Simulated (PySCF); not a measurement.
Species: C6H6F2O (charge +1 and doublet state).
Structure used (GFN2-xTB), in Å, numbered top down from 1:
```
atom  x, y, z in Å
O1    -3.8337   -0.5005   -0.6767
C2    -2.8523   -0.0856   -0.2851
C3    -1.6410    0.3358    0.1297
F4    -1.5599    1.3859    0.9408
C5    -0.3878   -0.3093   -0.2678
C6     0.7463    0.6399   -0.7801
C7     1.7930    0.0729    0.1902
F8     2.6331   -0.7993   -0.4118
C9     0.6193   -0.6328    0.8853
H10   -0.5720   -1.1555   -0.9287
H11    0.9972    0.4547   -1.8240
H12    0.5299    1.6877   -0.5877
H13    2.3957    0.7721    0.7712
H14    0.7817   -1.7039    1.0004
H15    0.3460   -0.1541    1.8223
```

The hyperfine couplings belong to this conformer and change with its torsions.

Identity: `O=[C+][C](F)[C@H]1C[C@H](F)C1` [radical] (charge +1).

Computed, not measured: UKS B3LYP, pcH-1 on C F H O, non-relativistic, mean-field spin-orbit, GIAO in PySCF. Isolated species at its GFN2-xTB geometry (one conformer only). Couplings are sensitive to structure, and on GFN2-xTB geometries they can be far from those on DFT ones, by a factor of two or more for some ions and for spin on atoms past the first row.

**Question.** What are Nα, Nβ and the exact ⟨S²⟩?

**Answer.** Nα = 34, Nβ = 33 (67 in all), and S(S+1) = 0.75 for S = 1/2.

Mulliken spin populations, one withheld:

```json
{"atom": "O1", "bound to": "C2", "population": "?"}
{"atom": "C2", "bound to": "O1, C3", "population": "+0.1022"}
{"atom": "C3", "bound to": "C2, F4, C5", "population": "+0.4256"}
{"atom": "F4", "bound to": "C3", "population": "+0.0655"}
{"atom": "C5", "bound to": "C3, C6, C9, H10", "population": "-0.0044"}
{"atom": "C6", "bound to": "C5, C7, H11, H12", "population": "+0.0941"}
{"atom": "C7", "bound to": "C6, F8, C9, H13", "population": "-0.0091"}
{"atom": "F8", "bound to": "C7", "population": "-0.0005"}
{"atom": "C9", "bound to": "C7, C5, H14, H15", "population": "+0.0938"}
{"atom": "H10", "bound to": "C5", "population": "-0.0015"}
{"atom": "H11", "bound to": "C6", "population": "+0.0118"}
{"atom": "H12", "bound to": "C6", "population": "-0.0021"}
{"atom": "H13", "bound to": "C7", "population": "-0.0001"}
{"atom": "H14", "bound to": "C9", "population": "+0.0118"}
{"atom": "H15", "bound to": "C9", "population": "-0.0021"}
```

**Question.** What does O1 hold?

**Answer.** The populations add up to Nα − Nβ = 1, and the others sum to 0.7850, so O1 holds +0.215.

**Question.** How is the spin shared among the elements?

**Answer.** Carbon +0.70, oxygen +0.22, fluorine +0.06, hydrogen +0.02. The positive populations sum to 1.02, the negative ones to -0.02.

**Question.** The run gives ⟨S²⟩ = 0.7534. What does that say of the overlap of α and β orbitals, and of the weight of higher spin?

**Answer.** Σ|⟨iα|jβ⟩|² over occupied orbitals = Nβ − [⟨S²⟩ − S(S+1)] = 33 − 0.0034 = 32.9966. If the quartet state (S + 1) were the only admixture, its weight would be 0.0034/(2S + 2) = 0.11 %. For Kohn–Sham this describes the determinant of the orbitals, not the true wave function.

**Question.** What Fermi-contact NMR shifts do the couplings of C2, C3, C5, C6/C9, C7, F8, H10 imply at 298 K (Curie law, g = gₑ)?

**Answer.** δ = a_FC·h·gₑ μB S(S+1)/(3 g_N μN kT), with k/h = 20836.6 MHz/K:

| nuclei | isotope | a_FC (MHz) | g_N | contact shift (ppm) |
| --- | --- | --- | --- | --- |
| C2 | 13C | -30.01 | 1.4048 | -3162 |
| C3 | 13C | 31.43 | 1.4048 | +3312 |
| C5 | 13C | -20.76 | 1.4048 | -2187 |
| C6/C9 | 13C | 44.00 | 1.4048 | +4636 |
| C7 | 13C | -4.52 | 1.4048 | -476 |
| F8 | 19F | -2.48 | 5.2577 | -70 |
| H10 | 1H | -3.09 | 5.5857 | -82 |

The shifts go as 1/T: at 348 K they are 0.856 times these. Entries for several nuclei are means.

Class means assume fast exchange of nuclei equivalent by connectivity; if that motion is slow, each nucleus keeps its own coupling.

β density exceeds α density at some nuclei, such as C2 (-0.0267), C5 (-0.0185) and C7 (-0.0040), spin density in bohr⁻³. In a single determinant that takes different orbitals for the two spins, that is spin polarisation.

C3, the radical centre as drawn in `O=[C+][C](F)[C@H]1C[C@H](F)C1`, holds a spin population of +0.43 out of 1.

On an Arm Neoverse V2 with one thread, no GPU, shared host with 96 logical CPUs at a one-minute load of 46, this took 68 s of wall time (with the writing of density and orbital grids) and 0.97 GiB of memory at its peak.
